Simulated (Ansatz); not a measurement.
`BCB(B)F` + `CBr` → `BBr` + `BCB(C)F`  (formal exchange of groups at a B–B bond)

Isolated molecules relaxed with PBE0-D4/def2-TZVP in Ansatz; ΔE leaves out vibrations. CCSD(T)/CBS adds triple-zeta CCSD(T) − MP2 to the extrapolated MP2 energy (def2 sets, frozen cores). Functionals use def2-TZVPP. B3LYP here is the variant with VWN-RPA as its local correlation; programs differ in this. For Br outer-core shells are correlated without core-valence functions, which leaves a few kJ/mol of doubt a bond. Scalar relativity is left out up to krypton. One conformer a species, not always the lowest.

Problem. Is it downhill or uphill in electronic energy at CCSD(T)/CBS, and by how much? (Estimate.)

Solution. Computed: Downhill: ΔE = -1.92 eV.

Problem. What do these levels give: B3LYP-D4, B3LYP, MP2/def2-TZVPP, SCS-MP2/def2-QZVPP, HF/CBS(def2), CCSD/CBS(def2)? (Best estimate.)

Solution. Computed: B3LYP-D4 -1.84, B3LYP -1.83, MP2/def2-TZVPP -2.00, SCS-MP2/def2-QZVPP -1.92, HF/CBS(def2) -1.83, CCSD/CBS(def2) -1.91 eV.

Largest T1 diagnostic among the species: 0.013.

From PBE to PBE0 (25 % exact exchange), in def2-TZVPP and without D4, ΔE moves by −0.04 eV. In def2-TZVPP, CCSD(T) changes the Hartree–Fock value by −0.08 eV (the triples alone add −0.02 eV) and MP2 by −0.16 eV.
